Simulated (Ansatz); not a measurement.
Z-matrix (Å, degrees):
```
C
Ge 1 1.960
H 1 1.090 2 109.8
H 1 1.092 2 107.7 3 119.9
H 1 1.089 2 109.7 3 -120.7
F 2 1.755 1 105.9 3 -172.3
S 2 2.229 1 108.3 3 -57.5
H 7 1.343 2 93.5 1 -166.8
```

Total charge 0; spin multiplicity 2.

Question: List the CAM-B3LYP/def2-TZVPP orbital energies in eV (Ansatz). (An estimate is asked.)

Answer: Computed: α occupied: -10853.08, -2420.04, -1357.23, -1208.21, -1208.18, -1208.16, -672.64, -279.25, -218.08, -172.09, -162.65, -162.61, -162.46, -122.43, -122.38, -122.30, -36.31, -35.97, -35.92, -35.88, -35.87, -32.98, -22.52, -21.71, -16.45, -14.00, -13.75, -13.39, -12.99, -12.86, -12.26, -10.63, -9.36, -7.57. α empty: 1.25, 1.58, 1.67, 2.10, 3.51, 3.85, 3.91, 5.51. β occupied: -10853.05, -2420.01, -1357.21, -1208.17, -1208.17, -1208.14, -672.56, -279.18, -218.05, -172.03, -162.62, -162.54, -162.43, -122.36, -122.33, -122.25, -36.25, -35.90, -35.83, -35.81, -35.79, -32.82, -22.31, -21.54, -16.00, -13.88, -13.57, -13.21, -12.87, -12.69, -11.90, -10.17, -9.13. β empty: -2.28, 1.35, 1.82, 2.04, 2.20, 3.64, 3.90, 4.10. ⟨S²⟩ = 0.754.
